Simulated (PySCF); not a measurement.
**The halides of indium, InF₂ to InI₂**

Level: PBE0 in the def2-TZVP basis family, computed in PySCF with density fitting; scalar-relativistic core potentials for atoms from Rb on, none lighter, no spin–orbit coupling; open shells unrestricted.

Each entry is the lowest minimum that a search over a few typed start shapes (and spin states, where more than one is plausible) found, or that minimum re-optimised at the stated level; isomers with ligand–ligand bonds, or fragments after loss of a ligand pair, can lie lower.

```tsv
molecule	2S+1	point group	mean bond to In (Å)	distinct angles (°)	polar-tensor charge of In	highest ω (cm⁻¹)
InF₂	2	C2v	1.957	116	1.22	572
InCl₂	2	C2v	2.353	119	1.07	351
InBr₂	2	C2v	2.505	121	0.99	251
InI₂	2	C2v	2.715	124	0.88	202
```

The bond lengthens at every step; the largest change, 0.396 Å, falls between InF₂ and InCl₂ among the members listed.

Left out of the table are members whose search was unfinished or whose lowest solution was spin-contaminated, unstable, very soft or bonded differently.
